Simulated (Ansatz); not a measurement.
Ansatz (a quantum-chemistry and plane-wave program) input (LC-wPBE/def2-TZVPD):

Ansatz 0.2 input:
```yaml
crystal:
  periodic: [false, false, false]
  atoms:
    - {symbol: Si, position_ang: [-0.38537184, 0.02965543, -0.28917028]}
    - {symbol: Br, position_ang: [-0.66663571, -1.56889266, 1.22106814]}
    - {symbol: Br, position_ang: [-0.06721534, 1.94421939, 0.78251377]}
    - {symbol: Br, position_ang: [1.34246774, -0.42515805, -1.57090070]}
    - {symbol: O, position_ang: [-1.67181289, 0.12599762, -1.27572542]}
    - {symbol: H, position_ang: [-2.53187527, 0.32093926, -0.88965489]}
basis:
  gaussian:
    orbitals: def2-TZVPD
hamiltonian:
  xc: {name: LC-wPBE}
output: {forces: true}
```

End of the output:

```
integrals: 0.46 GiB planned
1770 factors; their error is unknown
integrals: 0.50 GiB planned
529 factors; integrals over basis functions are off by at most 4.1e-5 eV
0.34 GiB of the device are held for the grids
2.41 GiB of device memory are held for the factors and their scratch space
mean field: 1.56 GiB planned
mean field evaluation 1: about -220049.6873 eV, gradient 5.2e1 eV
mean field evaluation 2: about -220048.7070 eV, gradient 5.8e1 eV
mean field evaluation 4: about -220053.9194 eV, gradient 1.4e0 eV
mean field evaluation 8: about -220053.9225 eV, gradient 3.8e-2 eV
mean field evaluation 16: about -220053.9084 eV, gradient 3.7e-5 eV
mean field -220053.90841879 eV, -8086.8319764943 hartree, gradient 3.7e-5 eV, S^2 0.000000; 0 other end points of the search recorded, 0 dependent functions left out
the calculation of the forces begins
reference -220053.90841880 eV, -8086.8319764946 hartree; 64, 64 occupied and 199, 199 virtual orbitals, 1770 factors
Total energy: -220053.90841880 eV, -8086.8319764946 hartree
Atom 0 at    -0.385372     0.029655    -0.289170 Å, force     0.185888    -0.019688     0.096357 eV/Å
Atom 1 at    -0.666636    -1.568893     1.221068 Å, force     0.079749     0.390847    -0.354552 eV/Å
Atom 2 at    -0.067215     1.944219     0.782514 Å, force    -0.066823    -0.468185    -0.247316 eV/Å
Atom 3 at     1.342468    -0.425158    -1.570901 Å, force    -0.386758     0.106085     0.321190 eV/Å
Atom 4 at    -1.671813     0.125998    -1.275725 Å, force     0.114755     0.010469     0.240712 eV/Å
Atom 5 at    -2.531875     0.320939    -0.889655 Å, force     0.073189    -0.019527    -0.056391 eV/Å
Dipole moment:    -0.303924     0.058812     0.055714 e Å
```
